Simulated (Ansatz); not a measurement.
Ti6O22H20, relaxed as a singlet with RKS PBE-D4/def2-SVP in Ansatz, starting from the GFN2-xTB geometry. Force threshold 0.03 eV/Å.

Single mean-field runs in def2-SVP are fitted with def2-universal-jkfit.

Start:

```xyz
48

Ti    0.783    0.284   -2.157
Ti   -0.396   -0.518    2.121
Ti   -0.060    2.329    0.378
Ti    2.515    0.273    0.756
Ti   -2.405    0.565   -0.582
Ti   -0.150   -2.246   -0.518
O     4.051    0.884    1.395
O     1.607    0.041    2.404
O     3.053   -1.346    0.480
O     2.735    0.875   -0.993
O    -0.759    0.028    3.797
O    -0.002    4.046    0.009
O    -0.452    1.858    2.024
O    -0.002    1.364   -1.036
O     1.774    2.355    0.866
O    -0.409   -2.184    2.689
O     0.134   -0.792    0.430
O    -1.324   -3.242    0.423
O     1.224   -3.274    0.035
O     1.587   -1.300   -1.942
O     1.554    1.243   -3.414
O    -0.469   -2.892   -2.164
O    -2.169   -0.169    1.440
O    -2.147    2.390    0.130
O    -4.156    0.515   -0.266
O    -2.121   -1.146   -1.092
O    -0.547   -0.298   -3.169
O    -2.634    1.230   -2.198
H     4.045    1.677    1.945
H     1.794    0.445    3.267
H     2.492   -2.148    0.427
H     3.563    0.693   -1.466
H    -0.817   -0.595    4.532
H    -0.713    4.670   -0.176
H    -0.952    2.093    2.816
H     2.309    2.968    0.336
H    -0.726   -2.847    2.049
H    -2.240   -2.942    0.389
H     1.122   -3.822    0.821
H     2.449   -1.561   -1.584
H     2.037    2.052   -3.216
H     0.218   -3.350   -2.659
H    -2.931   -0.029    2.029
H    -2.508    2.999   -0.536
H    -4.789    0.767   -0.950
H    -2.505   -1.597   -1.859
H    -0.664   -1.263   -3.150
H    -1.998    0.917   -2.862
```

Estimate the energy that the relaxation releases and the steps that it takes.

426.9 kJ/mol, in 51 steps; 5.8 min on 2 threads of AMD EPYC 7R13 on a shared host and a share (18 GiB) of an NVIDIA H100 80GB HBM3. No frequencies were taken in this run, so the end may be a saddle point.

Does the start keep its bonding and symmetry?

Bonds lost: Ti5–O14 (atoms count from 1). Metal–metal contacts that move far: Ti1–Ti5 3.57 to 4.42 Å.

Predict the relaxed structure.


```xyz
48

Ti    1.152    0.657   -2.283
Ti   -0.479   -0.198    2.478
Ti   -0.002    2.621    0.269
Ti    2.460    0.078    0.936
Ti   -2.849    0.456   -0.405
Ti   -0.017   -1.987   -0.604
O     3.940    0.822    1.675
O     1.503   -0.045    2.666
O     3.069   -1.530    0.568
O     2.749    0.816   -0.978
O    -0.822    0.274    4.197
O    -0.069    4.414    0.211
O    -0.522    1.882    1.995
O     0.359    2.070   -1.402
O     1.776    2.223    0.891
O    -0.762   -1.917    2.612
O     0.410   -0.463    0.380
O    -0.919   -3.310    0.559
O     1.388   -3.211   -0.207
O     1.497   -1.289   -1.938
O     2.093    1.234   -3.702
O    -0.736   -2.468   -2.359
O    -2.292    0.067    1.545
O    -2.040    2.264   -0.036
O    -4.626    0.403   -0.162
O    -2.118   -1.348   -0.640
O    -0.410    0.012   -3.036
O    -2.667    0.772   -2.134
H     3.839    1.752    1.959
H     1.828    0.466    3.427
H     2.496   -2.366    0.345
H     3.618    0.568   -1.348
H    -1.012   -0.465    4.805
H    -0.147    4.953    1.021
H    -1.485    2.043    2.094
H     2.351    2.387    0.105
H    -0.828   -2.630    1.841
H    -1.870   -3.176    0.372
H     1.025   -3.930    0.350
H     2.343   -1.409   -1.457
H     1.773    1.097   -4.612
H    -0.046   -2.951   -2.856
H    -2.796   -0.735    1.792
H    -2.222    2.766   -0.858
H    -5.261    0.457   -0.900
H    -2.308   -1.719   -1.530
H    -0.575   -0.993   -2.996
H    -1.791    0.585   -2.646
```
Bond lengths (bridged metal pairs left out): 33 × O–Ti 1.75 to 2.29 Å; 20 × H–O 0.97 to 1.05 Å.
